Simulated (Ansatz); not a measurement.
A nudged elastic band was laid between two geometries of AlBFH₅Si (9 atoms, charge 0, multiplicity 1).

Theory: UKS B3LYP-D4/STO-3G (Ansatz).

* movable images: 5
* climbing image: yes
* spring: 5.0 eV/Å²
* optimiser: quadratic models (default)
* start path: through a guess of the saddle point
* force threshold: 0.03 eV/Å
* iteration limit: 60
* end points: relaxed

First end point:

```xyz
9
Properties=species:S:1:pos:R:3
F 1.864 -0.945 -0.599
B 0.769 -0.256 -0.312
Al 0.461 1.653 -0.982
Si -0.613 -1.157 0.837
H -0.212 1.917 -2.304
H 0.815 2.846 -0.134
H -1.948 -0.810 0.399
H -0.540 -2.602 0.876
H -0.508 -0.693 2.204
```

Last end point:

```xyz
9
Properties=species:S:1:pos:R:3
F 2.052 -0.818 -0.751
B 0.850 -0.183 -0.709
Al 0.629 1.813 -0.237
Si -0.534 -0.832 0.624
H 0.319 0.026 -1.766
H -0.413 2.938 -0.159
H -1.574 0.155 0.863
H -1.236 -2.019 0.182
H -0.004 -1.128 1.938
```

Which bonds break or form, and what moves?

Bonds broken: Al3–H5. Bonds formed: B2–H5.

What energy profile does the band end with?

The run converged. The highest image is number 4 of 0 to 6, 143.2 kJ/mol above the first end and 66.0 kJ/mol above the last; the last end lies 77.2 kJ/mol above the first. A vibrational analysis at the climbing image gives one clearly imaginary mode, 783i cm⁻¹: a first-order saddle point. The orbitals stay closed-shell, which can raise the energy where a bond breaks towards radicals; this wasn't checked here. Limits of this set-up: minimal basis.

```json
{"image": "0", "path coordinate (Å)": "0.00", "energy (kJ/mol)": "0.0", "Al3–H5 (Å)": "1.51", "B2–H5 (Å)": "3.11"}
{"image": "1", "path coordinate (Å)": "0.97", "energy (kJ/mol)": "0.2", "Al3–H5 (Å)": "1.51", "B2–H5 (Å)": "3.11"}
{"image": "2", "path coordinate (Å)": "1.94", "energy (kJ/mol)": "0.7", "Al3–H5 (Å)": "1.50", "B2–H5 (Å)": "3.07"}
{"image": "3", "path coordinate (Å)": "2.91", "energy (kJ/mol)": "42.9", "Al3–H5 (Å)": "1.50", "B2–H5 (Å)": "2.58"}
{"image": "4", "path coordinate (Å)": "3.89", "energy (kJ/mol)": "143.2", "Al3–H5 (Å)": "1.65", "B2–H5 (Å)": "1.69"}
{"image": "5", "path coordinate (Å)": "4.52", "energy (kJ/mol)": "80.8", "Al3–H5 (Å)": "2.17", "B2–H5 (Å)": "1.22"}
{"image": "6", "path coordinate (Å)": "5.16", "energy (kJ/mol)": "77.2", "Al3–H5 (Å)": "2.37", "B2–H5 (Å)": "1.20"}
```

What is the geometry of the highest image?


```xyz
9
Properties=species:S:1:pos:R:3
F 2.003 -0.779 -0.793
B 0.967 -0.097 -0.292
Al 0.524 1.750 -0.523
Si -0.492 -0.968 0.747
H 0.047 0.547 -1.550
H -0.247 3.021 -0.759
H -1.578 -0.025 0.935
H -1.075 -2.147 0.143
H -0.061 -1.347 2.076
```

What are the harmonic wavenumbers there?

783i, 120, 147, 295, 402, 458, 548, 633, 644, 786, 851, 954, 1087, 1149, 1151, 1461, 1947, 2466, 2619, 2664, 2676 cm⁻¹.

The band took 27 iterations and roughly 6 core-minutes.

Time of the run: 5.8 min on 1 thread of Arm Neoverse V1, with other jobs on the host, peak memory 0.13 GiB.
